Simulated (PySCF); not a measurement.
From one molecule to another.

First species: ethylboronic acid, C2H7BO2.
SMILES with atom numbers: `[CH3:1][CH2:2][B:3]([OH:4])[OH:5]` (hydrogens: H6, H7, H8 on C1; H9, H10 on C2; H11 on O4; H12 on O5)

Second species: C7H6F2O.
SMILES with atom numbers: `[OH:1][c:2]1[cH:3][cH:4][c:5]([CH:6]([F:7])[F:8])[cH:9][cH:10]1` (hydrogens: H11 on O1; H12 on C3; H13 on C4; H14 on C6; H15 on C9; H16 on C10)

Levels: wB97X-D/def2-SVPD for dipole moment, HOMO energy, LUMO energy, HOMO–LUMO gap, static isotropic polarisability and electronic spatial extent ⟨r²⟩ about the centre of nuclear charge; TDDFT wB97X-D/def2-SVPD for lowest singlet excitation; PBE0-D3(BJ)/def2-SVP for rotational constant A and rotational constant C. Geometries: PBE0-D3(BJ)/def2-SVP. Each structure is a single optimised conformer of the isolated species, non-relativistic unless stated; the electronic structure was computed with PySCF and density fitting.

The conformers computed, where there is a choice (atom-mapped SMILES and torsion angles):
- `[CH3:1][CH2:2][B:3]([OH:4])[OH:5]`: C1–C2–B3–O4 -32°, H–O4–B3–C2 -178°, H–O5–B3–C2 -2°
- `[OH:1][c:2]1[cH:3][cH:4][c:5]([CH:6]([F:7])[F:8])[cH:9][cH:10]1`: C4–C5–C6–F7 -51°, H–O1–C2–C3 0°

```json
{"property": "dipole moment", "column X": "2.21 D", "column Y": "1.43 D"}
{"property": "HOMO energy", "column X": "-8.73 eV", "column Y": "-10.60 eV"}
{"property": "LUMO energy", "column X": "1.01 eV", "column Y": "1.49 eV"}
{"property": "HOMO–LUMO gap", "column X": "9.74 eV", "column Y": "12.09 eV"}
{"property": "lowest singlet excitation", "column X": "5.19 eV", "column Y": "8.08 eV"}
{"property": "static isotropic polarisability", "column X": "86.5 au", "column Y": "47.5 au"}
{"property": "electronic spatial extent ⟨r²⟩ about the centre of nuclear charge", "column X": "1614 bohr²", "column Y": "490 bohr²"}
{"property": "rotational constant A", "column X": "3.583 GHz", "column Y": "8.501 GHz"}
{"property": "rotational constant C", "column X": "0.668 GHz", "column Y": "2.619 GHz"}
```

Question: Which column belongs to which species?

Answer: Column X is the second species and column Y the first. The first has 12 atoms and 40 electrons, the second 16 and 74.

Question: How does each property change from the first species to the second?

Answer: dipole moment +0.78 D; HOMO energy +1.87 eV; LUMO energy -0.48 eV; HOMO–LUMO gap -2.35 eV; lowest singlet excitation -2.89 eV; static isotropic polarisability +39.0 au; electronic spatial extent ⟨r²⟩ about the centre of nuclear charge +1124 bohr²; rotational constant A -4.918 GHz; rotational constant C -1.951 GHz.

On the first: No computed singlet falls in the visible range (750 to 380 nm, 1.65 to 3.26 eV); S1 lies 4.82 eV above its blue end. A dipole of 1.43 D is allowed in C1, and pure rotational transitions are dipole-allowed.

On the second: S1 lies 4.55 eV below the HOMO–LUMO gap; its leading configuration is HOMO→LUMO, weight 0.69. The dipole equals about 7.4 × 10⁻³⁰ C·m (1 D = 3.33564 × 10⁻³⁰ C·m).
